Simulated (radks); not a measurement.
Fractional charge and spin in the 3p shell of nickel: the spin-up occupation runs from 2 to 3 and the spin-down occupation from 2 to 3; the fullest corner is Ni+, [Ne] 3s2 3d(up 4.5, down 4.5) 3p(up 3, down 3). All-electron calculation, non-relativistic Kohn-Sham, r2SCAN, spin-polarised, spherical densities, point nucleus; meta-GGA in the generalised Kohn-Sham scheme. Program: a radial shooting solver on a logarithmic mesh with Libxc functionals. Energy (eV) above the fullest corner. The planes named below are the two flat planes that join the four corners, with an edge along up + down = one added electron.

| down \ up | 2 | 2.5 | 3 |
|---|---|---|---|
| 2 | 188.035 | 133.516 | 83.896 |
| 2.5 | 133.516 | 84.414 | 39.874 |
| 3 | 83.896 | 39.874 | 0.000 |

Corners above the fullest one (they belong to Ni2+ and the next ion): (up 3, down 2) 83.896 eV, (up 2, down 3) 83.896 eV, (up 2, down 2) 188.03 eV. With half an added electron in each spin the energy lies 0.518 eV from the planes, and with half an added electron in spin up alone -2.449 eV. The planes are only a guide here: the flat-plane condition holds for ground states with one frontier orbital, while this shell lies below other occupied shells, so the corners above the fullest one are inner-hole states and not the ground states of those ions.
